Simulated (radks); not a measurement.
Results of a calculation; reference values are marked as such.
Neutral neon inside a hard spherical wall (all orbitals vanish at R), configuration held at [Ne] and not refilled when levels cross. Code: a radial shooting solver on a logarithmic mesh with Libxc functionals. Model: non-relativistic Kohn-Sham, LDA (Slater exchange, Perdew-Wang correlation), spin-polarised, spherical densities, point nucleus. Eigenvalues in eV for spin up, with the zero of energy where the potential of the charges vanishes at infinity; a dash marks a level that is unbound or too diffuse for the functional's potential to be trusted. A positive occupied level is held by the wall or, in an anion where self-interaction has pushed it up, behind a barrier. The pressure on the wall is -dE/dV.

R (bohr) = free: E (hartree) -128.22992; kinetic (hartree) 127.737; e(1s) -824.66; e(2s) -35.990; e(2p) -13.547; e(3s, empty) -0.066; e(3p, empty) -; pressure (GPa) 0
R (bohr) = 20: E (hartree) -128.22992; kinetic (hartree) 127.737; e(1s) -824.66; e(2s) -35.990; e(2p) -13.547; e(3s, empty) -0.025; e(3p, empty) 0.612; pressure (GPa) < 0.0001
R (bohr) = 12: E (hartree) -128.22992; kinetic (hartree) 127.737; e(1s) -824.66; e(2s) -35.990; e(2p) -13.547; e(3s, empty) 0.193; e(3p, empty) 1.492; pressure (GPa) < 0.0001
R (bohr) = 5: E (hartree) -128.22807; kinetic (hartree) 127.753; e(1s) -824.50; e(2s) -35.873; e(2p) -13.426; e(3s, empty) 4.934; e(3p, empty) 9.377; pressure (GPa) 0.352
R (bohr) = 4: E (hartree) -128.21544; kinetic (hartree) 127.842; e(1s) -823.81; e(2s) -35.387; e(2p) -12.903; e(3s, empty) 10.511; e(3p, empty) 16.499; pressure (GPa) 4.43
R (bohr) = 3.5: E (hartree) -128.18815; kinetic (hartree) 128.006; e(1s) -822.70; e(2s) -34.647; e(2p) -12.083; e(3s, empty) 16.430; e(3p, empty) 23.382; pressure (GPa) 17.2
R (bohr) = 2: E (hartree) -126.85310; kinetic (hartree) 133.462; e(1s) -798.92; e(2s) -18.938; e(2p) 5.630; e(3s, empty) 98.646; e(3p, empty) 103.35; pressure (GPa) 2090
